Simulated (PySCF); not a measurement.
**Computed properties of Sn(Br)(SiH3) (BrH3SiSn), SMILES [SiH3][Sn][Br]**

Sn(Br)(SiH3) (BrH₃SiSn), SMILES [SiH3][Sn][Br] (connectivity only; charge and spin as stated), neutral, multiplicity 1. The structure is a stationary point at B3LYP-D3(BJ)/def2-SVP. The structure was generated by enumeration; whether it is a known compound was not checked. The def2 effective core potentials stand for the cores of Sn; spin–orbit coupling is left out. Other conformers were not sampled. All values are computed for the isolated molecule unless a solvent is named; none is compared with measurement here.

**Structure.** The optimised structure has Cs symmetry. All 12 harmonic modes at B3LYP-D3(BJ)/def2-SVP (PySCF) are real, so it is a minimum. With heavy atoms numbered as in [Sn:1]([Br:2])[SiH3:3], the shortest bond between them is Sn1–Br2 at 2.574 Å and the longest Sn1–Si3 at 2.696 Å.

**Vibrations.** The strongest infrared lines (harmonic, unscaled, degenerate partners summed) lie at 845 cm⁻¹ (340 km/mol, H 91 %, Si 9 %), 2174 cm⁻¹ (115 km/mol, H 99 %), 2197 cm⁻¹ (94 km/mol, H 96 %). The softest mode is at 76 cm⁻¹ and the zero-point energy is 15.3 kcal/mol.

**Electronic structure.** CAM-B3LYP/def2-TZVPD (PySCF) places the frontier levels at -7.66 and -2.45 eV, a gap of 5.21 eV, and gives a dipole moment of 3.01 D and a mean polarisability of 103.8 bohr³. PBE/def2-TZVPD (PySCF) at the same geometry gives -5.59 and -4.05 eV, so its gap is 3.67 eV narrower. An orbital gap is neither the optical nor the fundamental gap.

**Excitations.** TDA-B3LYP/def2-SVPD (PySCF) has S1 at 1.89 eV (655 nm, f = 0.003, weak); the most intense of the 10 singlets computed lies at 5.50 eV (f = 0.17). T1 (TDA) is at 1.27 eV, 0.62 eV under S1. TDA-PBE/def2-SVPD (PySCF) puts S1 at 1.83 eV.
